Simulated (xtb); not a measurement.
xtb input (GFN2-xTB):

```bash
xtb mol.xyz --gfn 2 --sp --chrg -1 --uhf 0
```
mol.xyz:
```
3

Si     1.20246624    -0.33920449    -0.22124673
O      1.75137592    -0.10526372    -1.62564756
Br    -0.88130099     0.15974207     0.46007527
```

End of the output:

```
         :::::::::::::::::::::::::::::::::::::::::::::::::::::
         ::                     SUMMARY                     ::
         :::::::::::::::::::::::::::::::::::::::::::::::::::::
         :: total energy             -10.138122272949 Eh    ::
         :: gradient norm              0.081696094593 Eh/a0 ::
         :: HOMO-LUMO gap              2.643217563394 eV    ::
         ::.................................................::
         :: SCC energy               -10.175251568662 Eh    ::
         :: -> isotropic ES            0.186969768576 Eh    ::
         :: -> anisotropic ES         -0.001148386859 Eh    ::
         :: -> anisotropic XC         -0.021126360927 Eh    ::
         :: -> dispersion             -0.002008058429 Eh    ::
         :: repulsion energy           0.037129295713 Eh    ::
         :: add. restraining           0.000000000000 Eh    ::
         :: total charge              -1.000000000000 e     ::
         :::::::::::::::::::::::::::::::::::::::::::::::::::::

           -------------------------------------------------
          |                Property Printout                |
           -------------------------------------------------

    * Orbital Energies and Occupations

         #    Occupation            Energy/Eh            Energy/eV
      -------------------------------------------------------------
         1        2.0000           -0.6256855             -17.0258
         2        2.0000           -0.4598385             -12.5128
         3        2.0000           -0.3141128              -8.5474
         4        2.0000           -0.2219953              -6.0408
         5        2.0000           -0.2101533              -5.7186
         6        2.0000           -0.2090479              -5.6885
         7        2.0000           -0.1958986              -5.3307
         8        2.0000           -0.1930841              -5.2541
         9        2.0000           -0.0949117              -2.5827 (HOMO)
        10                          0.0022247               0.0605 (LUMO)
Note: The following floating-point exceptions are signalling: IEEE_DENORMAL
normal termination of xtb
        11                          0.0860193               2.3407
        12                          0.1494575               4.0669
        13                          0.1985210               5.4020
        14                          0.2161107               5.8807
        15                          0.2677297               7.2853
        16                          0.2710228               7.3749
        17                          0.2969695               8.0810
        18                          0.3115401               8.4774
        19                          0.3614310               9.8350
        20                          0.3697415              10.0612
       ...                                ...                  ...
        22                          1.2127118              32.9996
      -------------------------------------------------------------
                  HL-Gap            0.0971365 Eh            2.6432 eV
             Fermi-level           -0.0463435 Eh           -1.2611 eV

     #   Z          covCN         q      C6AA      α(0)
     1  14 Si       1.597     0.260   193.132    29.574
     2   8 O        0.771    -0.632    26.974     6.961
     3  35 Br       0.826    -0.628   203.014    22.972

 Mol. C6AA /au·bohr⁶  :       1080.072069
 Mol. C8AA /au·bohr⁸  :      62997.765364
 Mol. α(0) /au        :         59.507137

Wiberg/Mayer (AO) data.
largest (>0.10) Wiberg bond orders for each atom

 ---------------------------------------------------------------------------
     #   Z sym  total        # sym  WBO       # sym  WBO       # sym  WBO
 ---------------------------------------------------------------------------
     1  14 Si   2.896 --     2 O    2.010     3 Br   0.886
     2   8 O    2.053 --     1 Si   2.010
     3  35 Br   0.928 --     1 Si   0.886
 ---------------------------------------------------------------------------

Topologies differ in total number of bonds
Writing topology from bond orders to xtbtopo.mol

molecular dipole:
                 x           y           z       tot (Debye)
 q only:       -0.456      -0.230       1.287
   full:       -0.552       0.045       0.471       1.848
molecular quadrupole (traceless):
                xx          xy          yy          xz          yz          zz
 q only:       -4.138       0.530       6.884      10.634      -0.722      -2.746
  q+dip:      -10.220       3.477       9.736      11.880      -0.981       0.484
   full:       -9.150       3.898      11.305      11.696       0.511      -2.155

           -------------------------------------------------
          | TOTAL ENERGY              -10.138122272949 Eh   |
          | GRADIENT NORM               0.081696094593 Eh/α |
          | HOMO-LUMO GAP               2.643217563394 eV   |
           -------------------------------------------------

------------------------------------------------------------------------
------------------------------------------------------------------------
 total:
 SCF:
```

This state (charge -1, singlet) is run at the relaxed geometry of the species with charge 0 and multiplicity 2.
